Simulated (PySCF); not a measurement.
Ligands exchanged one at a time, B NH2-SH. Gas-phase values, no solvent. One relaxed conformer stands for each flexible species; it need not be the lowest. Strings in code marks are SMILES.

The four lowest singlet excitations (Tamm–Dancoff). Calculation: PySCF with PBE0-D4/def2-TZVP. Excitations are Tamm–Dancoff values on a coarser integration grid. The basis has no diffuse functions, so Rydberg states are missing or too high.

```csv
state,energy (eV),wavelength (nm),oscillator strength
S1,6.08,204,0.000
S2,6.09,204,0.000
S3,7.18,173,0.077
S4,7.26,171,0.000
```

Say which member gives these states.
A. `NB(N)N`
B. `SB(S)S`
C. `NB(S)S` (S–B–S–H torsion -180°, S–B–S–H torsion 0°)

A, `NB(N)N`
